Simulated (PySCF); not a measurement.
Species: BF3H3P.
Numbering: `[BH3-:1][P+:2]([F:3])([F:4])[F:5]` (hydrogens: H6, H7, H8 on B1)

Computed by this run: PySCF, PBE0-D3(BJ)/def2-SVP geometry optimisation, gas phase; density fitting, grid level 1; the optimiser is geomeTRIC in internal coordinates, started from a GFN2-xTB structure with every atom displaced at random (about 0.01 Å).

Step 0: E = -18144.2865 eV
```
atom  x, y, z in Å  |  force x, y, z in eV/Å
B1      1.1470   -0.1735    0.0562   -0.949   1.274  -0.467
P2     -0.7303    0.0949   -0.0409   -1.527  -0.171  -0.455
F3     -1.6497   -0.7330   -1.0501    1.071   0.011   0.107
F4     -1.3369    1.5017   -0.4132    0.736   0.242  -0.041
F5     -1.6656   -0.1516    1.2049    0.672  -0.155   0.442
H6      1.2557   -1.2804    0.3415    0.046  -1.735   0.433
H7      1.5009    0.6025    0.8863   -0.020   0.441   0.514
H8      1.5326    0.1198   -1.0367   -0.028   0.093  -0.532
```

Step 1: E = -18144.5169 eV
```
atom  x, y, z in Å  |  force x, y, z in eV/Å
B1      1.0784   -0.1502    0.0495    0.067  -0.045   0.152
P2     -0.7368    0.1102   -0.0286    0.404  -0.003   0.031
F3     -1.4878   -0.7736   -1.0792   -0.283  -0.029  -0.056
F4     -1.2638    1.5375   -0.4226   -0.099  -0.141   0.094
F5     -1.5920   -0.1730    1.2597   -0.033   0.078  -0.180
H6      1.1671   -1.3338    0.3479   -0.032   0.144  -0.047
H7      1.4551    0.6304    0.8996    0.014   0.016   0.066
H8      1.4335    0.1328   -1.0783   -0.038  -0.021  -0.060
```

Q: Estimate the geometry and energy of step 2. (The exact step hangs on the optimiser's Hessian estimate; all steps are aligned on step 1, rigid shifts and turns removed.)

A: E = -18144.5263 eV, largest force 0.060 eV/Å
```
atom  x, y, z in Å  |  force x, y, z in eV/Å
B1      1.0884   -0.1488    0.0532    0.027   0.026   0.040
P2     -0.7275    0.1035   -0.0372    0.021   0.020   0.027
F3     -1.5139   -0.7688   -1.0769   -0.023  -0.026  -0.048
F4     -1.2712    1.5269   -0.4140    0.016   0.029  -0.025
F5     -1.5923   -0.1668    1.2442    0.004  -0.041   0.044
H6      1.1707   -1.3277    0.3503    0.000   0.024  -0.024
H7      1.4618    0.6324    0.9076   -0.041  -0.008   0.006
H8      1.4378    0.1296   -1.0792   -0.004  -0.025  -0.020
```

The energy changes by -0.0094 eV. The first-order estimate −F·Δx gives -0.0194 eV and the mean of the old and new forces, exact on a quadratic surface, -0.0092 eV. The step makes an angle of 42° with the force vector and moves no atom by more than 0.027 Å.

What follows is the cost of the whole optimisation. Time: 51 s wall; peak memory 0.38 GiB. Hardware: Arm Neoverse N1, one thread, no GPU, shared host with 64 logical CPUs at a one-minute load of 60.
